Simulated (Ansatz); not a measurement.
Mulliken charges of F3H3OSiSn, SMILES `[F][Sn]([F])([F])[O][SiH3]` from ωB97M-V/def2-TZVPP in Ansatz (PBE0-D4/def2-TZVP geometry).

```csv
atom,x (Å),y (Å),z (Å),charge (e)
F1,2.587,-1.850,-0.229,-0.432
Sn2,1.114,-0.848,-0.828,1.623
F3,1.750,0.497,-1.984,-0.436
F4,0.002,-1.987,-1.836,-0.436
O5,0.198,-0.114,0.666,-0.579
Si6,-1.108,0.854,0.974,0.321
H7,-2.339,0.235,0.423,-0.021
H8,-0.908,2.187,0.351,-0.021
H9,-1.206,0.980,2.446,-0.018
```

**Question.** By hand: the dipole of these point charges (1 e Å = 4.8032 D).

**Answer.** Σ q r = (-0.454, 0.344, 0.287) e Å, of length 0.638 e Å = 3.06 D.

**Question.** How does the dipole of the full density compare? (Best estimate.)

**Answer.** Computed: (-0.268, 0.207, 0.241) e Å, 2.00 D; the point charges give 1.53 times that, at 9° from its direction.

Point charges leave out the atoms' own dipoles, such as those of lone pairs, and Mulliken's split depends on the basis, so the two needn't agree.
